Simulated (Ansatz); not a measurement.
SinHm (charge +1): PBE0-D4/def2-TZVP single points in Ansatz on relaxed structures, gas phase. Each cluster is the lowest isomer that a short search found in that spin, judged at the geometry's level, and lower ones may exist. HOMO and LUMO are taken over both spins. The spins of the ions were chosen, not always searched. A dash marks a value that wasn't run or was left out as unsound. The structures are stationary points that may keep the symmetry of their start. Remarks come from the PBE and PBE0 runs and from stability tests at other levels; not every state was tested.

```csv
species,atoms,state,geometry,HOMO (eV),LUMO (eV),gap (eV),vertical EA (eV),vertical triplet (eV),point group (within 0.1 Å),remarks
Si5H3⁺,8,singlet,PBE-D4/def2-SVP,-11.25,-8.15,3.10,6.66,1.42,–,restricted SCF unstable in HF
Si6H3⁺,9,singlet,PBE0-D4/def2-SVP,-10.73,-6.90,3.83,5.41,2.14,Cs,–
Si8H8⁺,16,doublet; reduced ion singlet,PBE-D4/def2-SVP,-10.42,-7.91,2.50,6.66,–,–,–
```

The gap (eV) runs from 2.50 (Si8H8⁺) to 3.83 (Si6H3⁺). The vertical EA (eV) runs from 5.41 (Si6H3⁺) to 6.66 (Si5H3⁺).
